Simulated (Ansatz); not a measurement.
Reaction (redistribution): `CB(F)O[SiH3]` + `[SiH3][O][Sn][O][SiH3]` → `CB(O[SiH3])O[SiH3]` + `[F][Sn][O][SiH3]`

Computed with Ansatz on PBE0-D4/def2-TZVP structures; ΔE is electronic, products minus reactants. CCSD(T)/CBS is the MP2 limit (def2-TZVPP, def2-QZVPP) plus CCSD(T) − MP2 in def2-TZVPP, frozen cores. DFT in def2-TZVPP. B3LYP here is the variant with VWN-RPA as its local correlation; programs differ in this. Elements past krypton have def2 core potentials. For Sn outer-core shells are correlated without core-valence functions, which leaves a few kJ/mol of doubt a bond. One conformer a species, not always the lowest.

```json
{"level": "PBE-D4", "ΔE (kJ/mol)": "0.7", "difference from CCSD(T)/CBS": "-5.7"}
{"level": "r2SCAN-D4", "ΔE (kJ/mol)": "2.5", "difference from CCSD(T)/CBS": "-3.9"}
{"level": "PBE0-D4", "ΔE (kJ/mol)": "3.1", "difference from CCSD(T)/CBS": "-3.3"}
{"level": "B3LYP-D4", "ΔE (kJ/mol)": "2.4", "difference from CCSD(T)/CBS": "-4.0"}
{"level": "ωB97X-V", "ΔE (kJ/mol)": "2.0", "difference from CCSD(T)/CBS": "-4.4"}
{"level": "ωB97M-V", "ΔE (kJ/mol)": "3.1", "difference from CCSD(T)/CBS": "-3.3"}
{"level": "B2PLYP", "ΔE (kJ/mol)": "5.8", "difference from CCSD(T)/CBS": "-0.6"}
{"level": "PBE", "ΔE (kJ/mol)": "0.6", "difference from CCSD(T)/CBS": "-5.8"}
{"level": "r2SCAN", "ΔE (kJ/mol)": "2.7", "difference from CCSD(T)/CBS": "-3.7"}
{"level": "PBE0", "ΔE (kJ/mol)": "2.9", "difference from CCSD(T)/CBS": "-3.5"}
{"level": "B3LYP", "ΔE (kJ/mol)": "2.1", "difference from CCSD(T)/CBS": "-4.3"}
{"level": "HF/def2-TZVPP", "ΔE (kJ/mol)": "8.9", "difference from CCSD(T)/CBS": "2.5"}
{"level": "MP2/def2-TZVPP", "ΔE (kJ/mol)": "11.7", "difference from CCSD(T)/CBS": "5.3"}
{"level": "SCS-MP2/def2-TZVPP", "ΔE (kJ/mol)": "10.8", "difference from CCSD(T)/CBS": "4.4"}
{"level": "CCSD/def2-TZVPP", "ΔE (kJ/mol)": "10.5", "difference from CCSD(T)/CBS": "4.1"}
{"level": "CCSD(T)/def2-TZVPP", "ΔE (kJ/mol)": "10.7", "difference from CCSD(T)/CBS": "4.3"}
{"level": "HF/def2-QZVPP", "ΔE (kJ/mol)": "7.1", "difference from CCSD(T)/CBS": "0.7"}
{"level": "MP2/def2-QZVPP", "ΔE (kJ/mol)": "8.6", "difference from CCSD(T)/CBS": "2.2"}
{"level": "SCS-MP2/def2-QZVPP", "ΔE (kJ/mol)": "7.9", "difference from CCSD(T)/CBS": "1.5"}
{"level": "HF/CBS(def2)", "ΔE (kJ/mol)": "6.8", "difference from CCSD(T)/CBS": "0.4"}
{"level": "MP2/CBS(def2)", "ΔE (kJ/mol)": "7.4", "difference from CCSD(T)/CBS": "1.0"}
{"level": "CCSD/CBS(def2)", "ΔE (kJ/mol)": "6.2", "difference from CCSD(T)/CBS": "-0.2"}
{"level": "CCSD(T)/CBS", "ΔE (kJ/mol)": "6.4", "difference from CCSD(T)/CBS": "0"}
```

Largest T1 diagnostic among the species: 0.016.
